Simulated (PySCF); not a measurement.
Predicted microwave data (PySCF 2.14.0, PBE0-D3(BJ)/def2-SVP geometry optimisation, gas phase) for one isomer of C3H8OSi:

| Item | Value |
| --- | --- |
| Rotational constants | A = 6910, B = 2531, C = 1960 MHz |
| Dipole components | \|μa\| = 0.17 D, \|μb\| = 1.76 D, \|μc\| = 0.37 D |
| Inertial defect | -14.92 u·Å² |
| κ | -0.77 |

Question: Which structure is it? (One computed conformer of each.)
A. `[CH3:1][SiH2:2][C:3]([CH3:4])=[O:5]` with C1–Si2–C3–C4 165°
B. `[OH:1][SiH2:2][CH:3]1[CH2:4][CH2:5]1` with H–O1–Si2–C3 -71°, O1–Si2–C3–C4 -80°
C. `[CH2:1]1[CH2:2][O:3][SiH2:4][CH2:5]1` with C5–C1–C2–O3 -40°, C1–C2–O3–Si4 25°, C2–O3–Si4–C5 -3°, O3–Si4–C5–C1 -19°

Answer: A. It is C[SiH2]C(C)=O, an asymmetric top, point group C1. The candidates at the same level (rigid rotor, commonest isotopes):

```
       SMILES  A (MHz)  B (MHz)  C (MHz)  μa (D)  μb (D)  μc (D)  Δ (u·Å²)  point group                        rotor
 C1CO[SiH2]C1     6028     4480     2859    1.00    1.56    0.21    -19.85           C1               asymmetric top
 O[SiH2]C1CC1     9669     2271     2052    0.71    0.19    1.66    -28.58           C1  near-prolate asymmetric top
C[SiH2]C(C)=O     6910     2531     1960    0.17    1.76    0.37    -14.92           C1               asymmetric top
```

`O[SiH2]C1CC1` has A 40 % too high; `C1CO[SiH2]C1` has B 77 % too high. No structure here is proved a minimum.
